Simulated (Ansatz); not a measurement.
A search over several starts for the lowest SCF solution of Cu₃O₂ at the given spin, in a small basis.

```yaml
crystal:
  periodic: [false, false, false]
  atoms:
    - {symbol: Cu, position_ang: [0.302530, 1.666267, 0.153831]}
    - {symbol: Cu, position_ang: [-1.660341, 0.186871, -0.318530]}
    - {symbol: Cu, position_ang: [0.736375, -1.005500, 0.087989]}
    - {symbol: O, position_ang: [-1.028389, -1.389225, 0.208973]}
    - {symbol: O, position_ang: [1.649826, 0.541578, -0.132264]}
basis:
  gaussian: {orbitals: def2-SVP, initial_orbitals: start.molden}
magnetization: {spin_polarized: true, initial_magnetization: 1}
hamiltonian: {xc: pbe, dispersion: d4}
output: {orbitals: {seedname: orbitals}}
```

The file start.molden holds the orbitals of an earlier run on this structure, at another level or in another basis.

```sh
$ ansatz run in.yaml --threads 4 --pin off --events-out ev --progress --plain --max-ram 4787MiB
```

It prints (some lines left out):

```
Functional definition: PBE
1438 factors; their error is unknown
mean field evaluation 1: about -137940.1284 eV, gradient 7.7e1 eV
mean field evaluation 2: about -137954.8993 eV, gradient 2.0e1 eV
mean field evaluation 4: about -137968.2600 eV, gradient 7.7e0 eV
mean field evaluation 8: about -137969.1232 eV, gradient 6.3e-2 eV
mean field evaluation 16: about -137969.0588 eV, gradient 2.5e-5 eV
mean field evaluation 32: about -137968.7473 eV, gradient 8.4e0 eV
mean field evaluation 64: about -137968.9571 eV, gradient 1.4e0 eV
mean field evaluation 96: about -137968.6097 eV, gradient 3.3e0 eV
mean field evaluation 128: about -137968.9477 eV, gradient 2.2e0 eV
mean field -137969.05883566 eV, -5070.2693934237 hartree, gradient 1.1e-5 eV, S^2 0.975087; 11 other end points of the search recorded, 0 dependent functions left out
reference -137969.05889477 eV, -5070.2693955959 hartree; 52, 51 occupied and 69, 70 virtual orbitals, 1438 factors
Total energy: -137969.24810639 eV, -5070.2763489944 hartree
```

It took 9 s on 4 threads of AMD EPYC 9R45 on a shared host.

The charge 0 doublet is spin-contaminated (final ⟨S²⟩ up to 0.98, 0.75 for a pure state). Another isomer (doublet) lies 0.25 eV lower at PBE0-D4/def2-TZVP; other spin states weren't run for this one.
